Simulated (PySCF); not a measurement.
# Computed records: Al$_{2}$BH$_{5}$N, Al$_{2}$BH$_{2}$N, CH$_{7}$BN, B$_{2}$FH$_{3}$N

Computed with PySCF 2.14.0. Calculation on a computer-drawn molecule: optimised geometry and harmonic frequencies of an isolated molecule of the commonest isotopes, restricted reference for singlets and unrestricted otherwise, frozen core in MP2.

(1) Al$_{2}$BH$_{5}$N

Start structure:
```xyz
9
Al2BH5N
B     -1.1899     2.2562     2.7143
Al    -1.0107     0.8847     1.2331
N     -1.9305     0.0011    -0.0566
Al     0.8170    -0.7606     0.3267
H     -0.4766     3.1943     2.6466
H     -1.3967     1.8608     3.8002
H     -2.8745    -0.4530     0.0342
H     -1.7933     0.0193    -0.9689
H      2.2750    -1.4647    -0.0422
```

- charge: 0
- multiplicity: 2
- method: HF
- basis: cc-pV(D+d)Z
- rotational constants: 5.376, 2.369, 1.682 GHz
- total energy: -565.8485 hartree
- spin squared: 0.7844
- convergence status largest gradient component: 2.051e-05 hartree/bohr

Drawn bonds:
```csv
atom,other atom,order
1,2,1
2,3,1
2,4,1
1,5,1
1,6,1
3,7,1
3,8,1
4,9,1
```

Optimised structure:
```xyz
9
Al2BH5N
B     -1.0190     1.7571     2.6976
Al    -0.8454     0.4481     0.9932
N     -2.1938     0.3418    -0.1592
Al     1.1869    -1.1903     0.6110
H     -0.8458     2.9482     2.6255
H     -1.2417     1.3484     3.8104
H     -3.0416     0.8765    -0.1078
H     -2.2373    -0.2614    -0.9593
H      2.6575    -0.7304     0.1760
```

Modes:
```csv
frequency (cm⁻¹),reduced mass (dalton)
96.53,1.157
105.9,3.908
124,1.083
163.8,3.109
166.9,2.824
312.3,9.776
357.2,1.015
448.8,1.124
460.5,1.222
549.9,4.433
570.9,1.323
692.6,1.276
821.3,5.671
888.8,1.464
1243,1.133
1683,1.108
1893,1.044
2632,1.055
2697,1.12
3771,1.052
3851,1.093
```

(2) Al$_{2}$BH$_{2}$N

Start structure:
```xyz
6
Al2BH2N
B     -2.4343     0.2153    -2.4012
Al    -1.4136    -0.8280    -0.8985
N     -0.1339    -1.5173     0.0623
Al    -0.6978    -2.5878     1.6144
H     -2.7820     1.1612    -2.2130
H     -2.6831    -0.2741    -3.4756
```

- charge: 0
- multiplicity: 1
- method: HF
- basis: cc-pV(D+d)Z
- rotational constants: 237.3, 1.55, 1.539 GHz
- total energy: -564.0955 hartree
- convergence status largest gradient component: 1.759e-05 hartree/bohr

Drawn bonds:
```csv
atom,other atom,order
1,2,1
2,3,2
3,4,1
1,5,1
1,6,1
```

Optimised structure:
```xyz
6
Al2BH2N
B     -2.4222     0.2417    -2.4914
Al    -1.5045    -0.8621    -0.8945
N     -0.8006    -1.7093     0.3305
Al    -0.0498    -2.6136     1.6370
H     -2.7734     1.3739    -2.3300
H     -2.5942    -0.2614    -3.5631
```

Modes:
```csv
frequency (cm⁻¹),reduced mass (dalton)
51.9,7.262
54.56,7.954
161.6,5.389
168.8,7.898
445.8,6.59
616.6,1.27
661.3,11.58
892.3,1.316
1229,1.168
1292,9.957
2697,1.05
2791,1.126
```

(3) Al$_{2}$BH$_{5}$N

Start structure:
```xyz
9
Al2BH5N
B      0.2244    -2.5788     1.1363
Al    -0.2878    -0.6170     1.2843
N     -0.6769     1.0323     1.2046
Al    -0.2957     1.2632    -0.6482
H      1.4796    -2.7709     1.0239
H     -0.5009    -3.2619     0.5971
H     -0.9600     1.8835     1.8407
H      1.0848     1.7815    -1.1216
H     -1.3678     1.2119    -1.7193
```

* charge: 0
* multiplicity: 2
* method: HF
* basis: cc-pV(D+d)Z
* rotational constants: 27.64, 1.623, 1.553 GHz
* total energy: -565.8839 hartree
* spin squared: 0.8137
* convergence status largest gradient component: 2.08e-05 hartree/bohr

Drawn bonds:
```csv
atom,other atom,order
1,2,1
2,3,1
3,4,1
1,5,1
1,6,1
3,7,1
4,8,1
4,9,1
```

Optimised structure:
```xyz
9
Al2BH5N
B      0.1319    -2.7674     1.4605
Al    -0.3238    -1.1888     0.0884
N     -0.1219     0.5794     0.3399
Al    -0.4682     1.9666    -0.7299
H      1.1851    -3.3482     1.4124
H     -0.7185    -3.2407     2.1689
H      0.2525     0.8353     1.2430
H     -0.1811     3.4343    -0.2205
H     -1.0563     1.6733    -2.1648
```

Modes:
```csv
frequency (cm⁻¹),reduced mass (dalton)
70.43,3.542
99.46,3.645
185.5,1.088
193.8,4.486
211.4,1.295
476.8,2.692
503.6,1.191
556.6,1.843
626.4,1.138
662.7,1.231
683.5,3.832
840.8,1.099
865.1,1.432
903.8,2.93
1099,1.464
1205,1.141
1987,1.055
1998,1.029
2642,1.051
2721,1.123
3717,1.074
```

(4) CH$_{7}$BN

Start structure:
```xyz
10
CH7BN
B     -0.8624     2.0236    -0.9925
C     -2.1548     1.2968    -1.8234
N     -2.2064    -0.1257    -1.4461
H     -0.9310     3.2506    -1.2929
H     -1.0609     1.9299     0.2694
H      0.1890     1.5680    -1.2880
H     -1.9720     1.3701    -2.9094
H     -3.0953     1.6797    -1.5521
H     -2.2803    -0.2740    -0.4282
H     -1.2281    -0.5056    -1.6613
```

- charge: -1
- multiplicity: 1
- method: HF
- basis: aug-cc-pVDZ
- rotational constants: 28.97, 8.234, 7.321 GHz
- total energy: -121.0608 hartree
- convergence status largest gradient component: 1.96e-05 hartree/bohr

Drawn bonds:
```csv
atom,other atom,order
1,2,1
2,3,1
1,4,1
1,5,1
1,6,1
2,7,1
2,8,1
3,9,1
3,10,1
```

Optimised structure:
```xyz
10
CH7BN
B     -0.9026     2.0783    -0.9847
C     -2.0995     1.2735    -1.7736
N     -2.1948    -0.1869    -1.4790
H     -0.9030     3.2917    -1.2966
H     -1.0672     1.9765     0.2578
H      0.2135     1.5811    -1.2822
H     -1.9939     1.3599    -2.8644
H     -3.0886     1.6969    -1.5477
H     -2.2765    -0.2762    -0.4798
H     -1.2897    -0.5815    -1.6744
```

Modes:
```csv
frequency (cm⁻¹),reduced mass (dalton)
229.2,1.056
248.3,1.145
350.4,2.055
657,1.075
776.6,2.148
933.1,1.52
995.2,1.25
1052,2.886
1132,1.695
1184,1.192
1221,1.251
1224,1.059
1228,1.102
1385,1.373
1467,1.205
1567,1.081
1763,1.077
2181,1.097
2205,1.094
2270,1.036
3077,1.059
3092,1.103
3670,1.052
3732,1.089
```

(5) B$_{2}$FH$_{3}$N

Start structure:
```xyz
7
B2FH3N
B     -2.1735     0.7615     0.5226
N     -1.6580    -0.4767    -0.2137
B     -1.2994    -1.5171    -0.7928
F     -0.7588    -2.5612    -1.3313
H     -1.3516     1.0378     1.3882
H     -2.1976     1.7104    -0.2790
H     -3.2611     0.5603     0.9265
```

* charge: -1
* multiplicity: 1
* method: HF
* basis: aug-cc-pVDZ
* rotational constants: 121.7, 3.258, 3.258 GHz
* total energy: -205.0865 hartree
* convergence status largest gradient component: 1.936e-05 hartree/bohr

Drawn bonds:
```csv
atom,other atom,order
1,2,1
2,3,2
3,4,1
1,5,1
1,6,1
1,7,1
```

Optimised structure:
```xyz
7
B2FH3N
B     -2.1532     0.7745     0.5036
N     -1.6386    -0.5070    -0.2133
B     -1.2338    -1.5148    -0.7771
F     -0.7931    -2.6119    -1.3909
H     -1.3843     1.0775     1.4367
H     -2.2038     1.7224    -0.3044
H     -3.2932     0.5742     0.9660
```

Modes:
```csv
frequency (cm⁻¹),reduced mass (dalton)
181.5,3.925
181.5,3.925
536.7,10.1
536.7,10.1
623.3,5.495
997.9,1.319
998,1.319
1097,11.03
1241,1.07
1241,1.07
1254,1.193
2245,6.413
2249,1.103
2250,1.103
2323,1.107
```

(6) B$_{2}$FH$_{3}$N

Start structure:
```xyz
7
B2FH3N
B     -2.1532     0.7745     0.5036
N     -1.6386    -0.5070    -0.2133
B     -1.2338    -1.5148    -0.7771
F     -0.7931    -2.6119    -1.3909
H     -1.3843     1.0775     1.4367
H     -2.2038     1.7224    -0.3044
H     -3.2932     0.5742     0.9660
```

- charge: -1
- multiplicity: 1
- method: MP2
- basis: aug-cc-pVDZ
- rotational constants: 121.6, 3.134, 3.134 GHz
- total energy: -205.6680 hartree
- convergence status largest gradient component: 3.602e-05 hartree/bohr

Drawn bonds:
```csv
atom,other atom,order
1,2,1
2,3,2
3,4,1
1,5,1
1,6,1
1,7,1
```

Optimised structure:
```xyz
7
B2FH3N
B     -2.1613     0.7949     0.5149
N     -1.6442    -0.4930    -0.2055
B     -1.2264    -1.5333    -0.7875
F     -0.7743    -2.6590    -1.4172
H     -1.3878     1.0878     1.4430
H     -2.2079     1.7332    -0.2992
H     -3.2981     0.5842     0.9720
```

Modes:
```csv
frequency (cm⁻¹),reduced mass (dalton)
164.8,3.899
164.9,3.9
412.8,11.14
412.8,11.14
589.7,5.639
930.6,1.308
930.7,1.308
1016,9.571
1180,1.204
1181,1.062
1181,1.062
2020,11.85
2319,1.107
2319,1.107
2325,1.028
```
